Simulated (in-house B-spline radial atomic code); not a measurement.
Configurations of the ruthenium ion Ru⁷⁺, with energies counted from [Kr] 4d1. Method: Dirac-Hartree-Fock, average of configuration, Fermi nucleus of rms radius 4.4809 fm. Calculated with a B-spline radial code for spherical atoms. Energies include first-order Breit, QED and recoil terms.

Occupations are held fixed; configurations that lie above the ionisation limit could autoionise.

| configuration | E - E(ref) (eV) | highest orbital | its <r> (bohr) |
| --- | --- | --- | --- |
| [Kr] 5s1 | 27.52 | 5s1/2 | 2.041 |
| [Ar] 3d10 4s2 4p5 4d2 | 49.28 | 4d5/2 | 1.224 |
| [Kr] 7p1 | 81.329 | 7p3/2 | 5.679 |
| [Kr] 6f1 | 82.953 | 6f7/2 | 5.292 |
| [Kr] 8p1 | 89.417 | 8p3/2 | 7.955 |
| [Kr] 7f1 | 90.331 | 7f7/2 | 7.613 |
| [Kr] 8d1 | 92.046 | 8d5/2 | 8.882 |
| [Ar] 3d10 4s2 4p5 4d1 7s1 | 128.3 | 7s1/2 | 5.284 |

Order these further configurations by energy, lowest first.
A. [Kr] 6s1
B. [Ar] 3d10 4s2 4p5 4d1 8f1
C. [Ar] 3d10 4s2 4p5 4d1 4f1
D. [Ar] 3d10 4s2 4p5 4d1 7f1
E. [Kr] 6p1

A (62.316 eV), E (67.134 eV), C (96.498 eV), D (139.9 eV), B (144.64 eV).

How far above the reference does [Kr] 6d1 lie?

74.799 eV; its least bound orbital is 6d5/2 with <r> = 4.357 bohr.

How far above the reference does [Kr] 8f1 lie?

95.044 eV; its least bound orbital is 8f7/2 with <r> = 10.31 bohr.

How far above the reference does [Ar] 3d10 4s2 4p5 4d1 8g1 lie?

145.68 eV; its least bound orbital is 8g7/2 with <r> = 10.62 bohr.
